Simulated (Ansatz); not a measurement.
# Energy profile

The step: AlN₂H₅O ([NH2][Al]([NH2])[OH]) + H₂ → AlN₂H₅ ([NH2][AlH][NH2]) + H₂O (still joined by a long Al–O bond); bonds formed: Al1–H6, O2–H5; bonds broken: H5–H6; bonds weakened to dative contacts: Al1–O2 (atoms numbered as in the saddle structure below).

Al1  (-0.129, -0.063, 0.015)
O2  (0.060, 1.790, -0.116)
N3  (1.030, -1.052, -0.896)
N4  (-0.623, -0.503, 1.656)
H5  (-0.777, 1.374, -0.876)
H6  (-1.348, 0.495, -1.159)
H7  (0.842, 2.131, -0.561)
H8  (1.670, -1.705, -0.476)
H9  (1.023, -1.171, -1.895)
H10  (-0.991, 0.150, 2.327)
H11  (-0.757, -1.446, 1.980)
(Å)

Electronic energies by CCSD(T) at an estimated basis limit (MP2 extrapolated from triple and quadruple zeta, plus CCSD(T) − MP2 in triple zeta), on PBE0-D4/def2-TZVP structures; AlN2H7O, singlet; no counterpoise correction. Computed with Ansatz 0.2.0 (basis: def2-TZVPP and def2-QZVPP); correlated methods freeze the cores. Extrapolation: Hartree–Fock as exp(−7.88 √X), correlation as X^−2.97.

Task: Give the profile in eV, counted from the separated reactants. (Judge from chemistry; the value comes from the calculation.)

Result: By the calculation:
```json
{"point": "separated: AlN2H5O (linked as [NH2][Al]([NH2])[OH]; Al1, O2, N3, N4, H7, H8, H9, H10, H11; singlet) + H2 (H5, H6; singlet)", "eV": "0.000"}
{"point": "start structure", "eV": "-0.028"}
{"point": "saddle", "eV": "1.220"}
{"point": "end structure", "eV": "0.523"}
{"point": "separated: AlN2H5 (linked as [NH2][AlH][NH2]; Al1, N3, N4, H6, H8, H9, H10, H11; singlet) + H2O (O2, H5, H7; singlet)", "eV": "1.134"}
```

No T1 diagnostic of these runs exceeds 0.012.

For scale, one of the runs: CCSD(T)/def2-TZVPP, 233 basis functions, launched by `ansatz run in.yaml --threads 4 --pin off --events-out ev --progress --plain --max-ram 9574MiB`. Hardware: 4 CPU threads of an Intel Xeon, shared host. Wall time 100 s; peak host memory 4.2 GiB.
